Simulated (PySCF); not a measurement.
C6H10, SMILES C=C(CC=C)C. Coordinates come from a PBE-D3(BJ)/def2-SVP optimisation. The values are those of a single conformer.

Computed equilibrium geometry at PBE-D3(BJ)/def2-SVP (PySCF confirms it by a frequency run) as a Z-matrix (one conformer of several):
```
C
H 1 1.1088
H 1 1.1162 2 106.95
C 1 1.5088 2 109.59 3 117.32
C 4 1.3435 1 124.84 2 6.94
H 5 1.1012 4 121.61 1 179.84
H 5 1.1033 6 117.06 4 -179.88
H 4 1.1055 5 118.72 6 0.18
C 1 1.5210 2 109.67 3 -116.94
C 9 1.3480 1 121.10 2 -6.46
H 10 1.1016 9 121.40 1 -0.39
H 10 1.1018 11 117.24 9 179.99
C 9 1.5065 10 122.29 11 179.76
H 13 1.1068 9 111.81 10 2.85
H 13 1.1112 14 107.83 9 122.72
H 13 1.1120 14 108.29 15 114.63
```
